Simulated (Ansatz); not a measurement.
```xyz
10

B     1.213   -0.658   -0.202
N     0.323   -0.066   -1.097
C    -0.830    0.505   -0.386
Si   -0.051   -0.104    1.266
H     2.234   -1.199   -0.496
H     0.389    0.003   -2.105
H    -0.911    1.587   -0.518
H    -1.776    0.043   -0.680
H     0.290    0.990    2.218
H    -0.881   -1.101    1.999
```

Charge 0, multiplicity 1.

(1) List the r2SCAN/def2-TZVPP orbital energies in eV (Ansatz). (An estimate is asked.)

Answers

(1) The calculation gave: Occupied: -1790.41, -385.93, -273.62, -179.98, -140.91, -95.78, -95.76, -95.73, -23.78, -17.25, -14.79, -12.31, -11.62, -11.27, -9.40, -8.37, -7.58, -7.11, -6.50. Lowest empty: -1.14, 0.05, 0.72, 1.52, 1.83, 2.04, 2.58, 3.22.
